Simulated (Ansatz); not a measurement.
Single points on Zr₃.

```yaml
crystal:
  periodic: [false, false, false]
  atoms:
    - {symbol: Zr, position_ang: [1.442679, -0.478032, 0.227210]}
    - {symbol: Zr, position_ang: [-1.175215, -0.958150, 0.249567]}
    - {symbol: Zr, position_ang: [-0.267464, 1.436173, -0.476787]}
basis:
  gaussian: {orbitals: def2-TZVPD, initial_orbitals: start.molden}
hamiltonian: {xc: pbe, dispersion: d4}
scf: {omitted_lower_state_checks: [starts]}
output: {orbitals: {seedname: orbitals}}
```

The file start.molden holds the orbitals of an earlier run on this structure, at another level or in another basis.

```sh
$ ansatz run in.yaml --threads 2 --pin off --events-out ev --progress --plain --max-ram 4352MiB
```

It prints (some lines left out):

```
Functional definition: PBE
963 factors; their error is unknown
mean field evaluation 1: about -3836.0086 eV, gradient 4.6e0 eV
mean field evaluation 2: about -3836.1089 eV, gradient 1.8e-1 eV
mean field evaluation 4: about -3836.1043 eV, gradient 8.4e-2 eV
mean field evaluation 8: about -3836.1043 eV, gradient 3.8e-5 eV
mean field -3836.10434848 eV, -140.9742346016 hartree, gradient 1.5e-5 eV, S^2 0.000000; 0 other end points of the search recorded, 0 dependent functions left out
reference -3836.10438314 eV, -140.9742358756 hartree; 18, 18 occupied and 102, 102 virtual orbitals, 963 factors
Total energy: -3836.22849030 eV, -140.9787967296 hartree
Checks for a lower state left out: starts
```

It took 4.2 s on 2 threads of Intel Xeon Platinum 8259CL on a shared host.

First input, but with `gaussian: {orbitals: def2-TZVP, initial_orbitals: start.molden}`, `hamiltonian: {xc: {name: BHLYP}, dispersion: d4}` (abridged; 16 s):

```
Functional definition: BHLYP
mean field -3824.73990819 eV, -140.5565991243 hartree, gradient 1.1e-5 eV, S^2 0.000000
Total energy: -3825.07431962 eV, -140.5688885175 hartree
Checks for a lower state left out: starts
```

First input, but with `gaussian: {orbitals: def2-SVP, initial_orbitals: start.molden}`, `hamiltonian: {xc: pbe0, dispersion: d4}` (abridged; 11 s):

```
Functional definition: PBE0
mean field evaluation 16: about -3831.6400 eV, gradient 1.4e-5 eV
mean field -3831.63997100 eV, -140.8101717555 hartree, gradient 1.4e-5 eV, S^2 0.000000
Total energy: -3831.74599674 eV, -140.8140681294 hartree
Checks for a lower state left out: starts
```

First input, but with `gaussian: {orbitals: def2-TZVP, initial_orbitals: start.molden}`, `hamiltonian: {xc: r2scan, dispersion: d4}` (abridged; 8.5 s):

```
Functional definition: r2SCAN
mean field evaluation 16: about -3835.6119 eV, gradient 2.3e-6 eV
mean field -3835.61187341 eV, -140.9561364767 hartree, gradient 2.3e-6 eV, S^2 0.000000
Total energy: -3835.63030338 eV, -140.9568137655 hartree
Checks for a lower state left out: starts
```

As the first input, with `gaussian: {orbitals: def2-TZVP, initial_orbitals: start.molden}`, `hamiltonian: {xc: {name: B97M-V}}` (abridged; 17 s):

```
Functional definition: B97M-V
mean field -3834.58775980 eV, -140.9185009955 hartree, gradient 1.4e-5 eV, S^2 0.000000
Total energy: -3834.58780999 eV, -140.9185028401 hartree
Checks for a lower state left out: starts
```

As the first input, with `hamiltonian: {xc: pbe0, dispersion: d4}` (abridged; 12 s):

```
Functional definition: PBE0
mean field -3832.72934287 eV, -140.8502054332 hartree, gradient 9.8e-6 eV, S^2 0.000000
Total energy: -3832.83536999 eV, -140.8541018579 hartree
Checks for a lower state left out: starts
```

As the first input, with `gaussian: {orbitals: def2-TZVP, initial_orbitals: start.molden}`, `correlation: {method: mp2}` and without the key `hamiltonian` (abridged; 18 s):

```
Functional definition: HF
mean field evaluation 16: about -3788.0014 eV, gradient 1.7e-5 eV
mean field -3788.00136992 eV, -139.2064827451 hartree, gradient 2.5e-6 eV, S^2 0.000000; unrestricted orbitals would lower it
mean field evaluation 32: about -3790.3085 eV, gradient 1.6e0 eV
unrestricted determinant -3790.98922894 eV, -139.3162845388 hartree, S^2 4.3522
second order -28.71463397 eV of doubles, -0.00000000 eV of singles
Total energy: -3816.71600389 eV, -140.2617260800 hartree
Checks for a lower state left out: starts
```

Geometry: B3LYP-D4/def2-TZVP.

In the def2 sets Zr takes a core potential; there is no spin–orbit coupling. Correlated methods freeze no core orbitals; core or outer-core shells of Zr are correlated, in sets that lack core-valence functions. The restricted singlet is unstable towards broken spin symmetry at other levels; at PBE-D4/def2-TZVPD, BHLYP-D4/def2-TZVP, PBE0-D4/def2-SVP, r2SCAN-D4/def2-TZVP and others this wasn't settled. At MP2/def2-TZVP the restricted singlet (for correlated methods, its reference) is unstable: a solution with broken spin symmetry lies lower. At PBE0-D4/def2-TZVP a quintet of charge 0 lies 0.47 eV below the restricted singlet, each at its own geometry. The structure comes from a short search, and lower isomers may exist.
